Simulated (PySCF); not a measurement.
Species: bromo(trifluoro)silane, sum formula SiBrF3, net charge 0, singlet state. 
Structure (B3LYP-D3(BJ)/def2-TZVP (Ansatz) minimum search):
```
Si
F 1 1.5732
F 1 1.5732 2 108.34
F 1 1.5732 2 108.34 3 -117.32
Br 1 2.1754 2 110.58 4 -121.34
```
Charge 0, spin multiplicity 1.

Dispersion corrections to the total energy (kcal/mol) from the dftd3 and dftd4 libraries through PySCF: D3(BJ) without and D4 with the three-body term, each with the damping fitted for the functional named.

```json
[
 {"functional": "B3LYP", "D3(BJ)": "-4.53", "D4": "-5.09"},
 {"functional": "PBE", "D3(BJ)": "-2.33", "D4": "___"},
 {"functional": "HF", "D3(BJ)": "-20.30", "D4": "___"},
 {"functional": "BP86", "D3(BJ)": "-4.32", "D4": "___"},
 {"functional": "r2SCAN", "D3(BJ)": "-0.61", "D4": "-0.67"},
 {"functional": "PW6B95", "D3(BJ)": "-1.50", "D4": "-2.70"},
 {"functional": "BLYP", "D3(BJ)": "-5.44", "D4": "-6.84"}
]
```

Task: What belongs in the gaps?

Result: 
- PBE, D4: -3.09
- HF, D4: -10.69
- BP86, D4: -4.21
